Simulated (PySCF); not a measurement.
One of the candidates below gave these computed data.

All candidates are C9H11N.

| technique | computed result |
| --- | --- |
| 1H NMR | chemical shifts (computed TMS as zero) by class: 6.98 (2 H), 6.41 (2 H), 2.11 (1 H), 1.78 (6 H) ppm [GIAO PBE0/pcSseg-1] |
| Dipole | 2.27 D [PBE0/pcSseg-1] |
| Rotational structure | rotational constants A, B, C: 2.368, 1.102, 0.898 GHz [GFN2-xTB] |
| 13C NMR | chemical shifts (computed TMS as zero) by class: 120.2 (2 C), 114.2 (2 C), 91.5 (1 C), 82.0 (1 C), 52.5 (1 C), 34.9 (2 C) ppm [GIAO PBE0/pcSseg-1] |
| NMR, other nuclei | isotropic shieldings of nuclei other than C and H, by class: 69 (1 N) ppm [GIAO PBE0/pcSseg-1] |

The electronic properties come from PySCF, for the isolated species, density fitting. Levels stand in brackets. The structure is a single GFN2-xTB conformer in the gas phase; no vibrational or solvent corrections. NMR values are class means; diastereotopic atoms form classes of their own.

Question: Which candidate is it?
A. `C#CC(C)(C)n1cccc1`
B. `C=Cc1ccccc1NC`
C. `c1ccc(NC2CC2)cc1`
D. `[H]/N=C/C#CCC(=C)CC=C`
E. `C=Cc1cccc(NC)c1`

Answer: A. It is `C#CC(C)(C)n1cccc1`. Numbering: `[CH:1]#[C:2][C:3]([CH3:4])([CH3:5])[n:6]1[cH:7][cH:8][cH:9][cH:10]1`. Its formula, C9H11N, gives 5 degrees of unsaturation: 1 ring and 4 π bonds in the structure found (Kekulé form). 9 carbons fall into 6 classes; from least to most shielded: aromatic CH next to a ring nitrogen [C7/C10] (120.2 ppm, 2 C, up to 5.3 ppm apart in this geometry), aromatic CH carbon [C8/C9] (114.2 ppm, 2 C, up to 4.8 ppm apart in this geometry), alkyne carbon [C2] (91.5 ppm), terminal alkyne carbon [C1] (82.0 ppm), chain sp3 carbon bound to nitrogen [C3] (52.5 ppm), methyl carbon [C4/C5] (34.9 ppm, 2 C). Hydrogen classes from least to most shielded: 2 H on 2 like atoms (aromatic CH next to a ring nitrogen), C7/C10 (6.98 ppm, a mean of values up to 0.7 ppm apart in this geometry), 2 H on 2 aromatic CH carbons, C8/C9 (6.41 ppm), 1 H on a terminal alkyne carbon, C1 (2.11 ppm), 6 H on 2 methyl carbons, C4/C5 (1.78 ppm). The other shieldings belong to: 69 ppm, pyrrole-type nitrogen [N6]. The optimised geometry has point group Cs and is an asymmetric top.

The others, at the same levels:
- `[H]/N=C/C#CCC(=C)CC=C` fails: it has 9 carbon classes against 6; its computed 13C shifts are 156.5 (1 C), 152.6 (1 C), 146.0 (1 C), 125.0 (1 C), 119.6 (1 C), 102.0 (1 C), 87.9 (1 C), 46.4 (1 C), 27.7 (1 C) ppm, 1H shifts are 12.00 (1 H), 8.16 (1 H), 5.90 (1 H), 5.63 (1 H), 5.42 (1 H), 5.27 (1 H), 5.25 (1 H), 3.26 (2 H), 3.15 (2 H) ppm and rotational constant A is 1.913 GHz (against 2.368 GHz).
- `c1ccc(NC2CC2)cc1` fails: its computed 13C shifts are 153.1 (1 C), 134.8 (2 C), 121.8 (1 C), 116.0 (2 C), 27.6 (1 C), 9.6 (2 C) ppm, 1H shifts are 7.45 (2 H), 6.90 (1 H), 6.77 (2 H), 3.07 (1 H), 2.68 (1 H), 0.79 (2 H), 0.35 (2 H) ppm and rotational constant A is 3.799 GHz (against 2.368 GHz).
- `C=Cc1cccc(NC)c1` fails: it has 9 carbon classes against 6; its computed 13C shifts are 154.3 (1 C), 146.4 (1 C), 143.5 (1 C), 134.8 (1 C), 119.0 (1 C), 118.4 (1 C), 116.5 (1 C), 114.1 (1 C), 32.1 (1 C) ppm, 1H shifts are 7.40 (1 H), 7.32 (1 H), 6.85 (1 H), 6.57 (1 H), 6.35 (1 H), 6.12 (1 H), 5.54 (1 H), 3.10 (1 H), 2.95 (3 H) ppm and smallest rotational constant is 0.665 GHz (against 0.898 GHz).
- `C=Cc1ccccc1NC` fails: it has 9 carbon classes against 6; its computed 13C shifts are 150.1 (1 C), 141.0 (1 C), 135.4 (1 C), 133.2 (1 C), 128.6 (1 C), 122.1 (1 C), 121.8 (1 C), 112.4 (1 C), 31.9 (1 C) ppm, 1H shifts are 7.63 (1 H), 7.51 (1 H), 7.02 (1 H), 6.99 (1 H), 6.62 (1 H), 5.92 (1 H), 5.51 (1 H), 3.17 (1 H), 3.00 (3 H) ppm and rotational constant A is 1.625 GHz (against 2.368 GHz).

Each candidate is one conformer, not necessarily the lowest. The conformers computed, where there is a choice (atom-mapped SMILES and torsion angles):
- `[CH:1]#[C:2][C:3]([CH3:4])([CH3:5])[n:6]1[cH:7][cH:8][cH:9][cH:10]1`: C2–C3–N6–C7 180°
- `[H]/[N:10]=[CH:9]/[C:8]#[C:7][CH2:6][C:4]([CH2:3][CH:2]=[CH2:1])=[CH2:5]`: C1–C2–C3–C4 114°, C2–C3–C4–C5 108°, C3–C4–C6–C7 -70°
- `[cH:1]1[cH:2][cH:3][c:4]([NH:5][CH:6]2[CH2:7][CH2:8]2)[cH:9][cH:10]1`: C3–C4–N5–C6 168°, C4–N5–C6–C7 -144°
- `[CH2:1]=[CH:2][c:3]1[cH:4][cH:5][cH:6][c:7]([NH:8][CH3:9])[cH:10]1`: C1–C2–C3–C4 15°, C6–C7–N8–C9 -164°
- `[CH2:1]=[CH:2][c:3]1[cH:4][cH:5][cH:6][cH:7][c:8]1[NH:9][CH3:10]`: C1–C2–C3–C4 -35°, C7–C8–N9–C10 10°
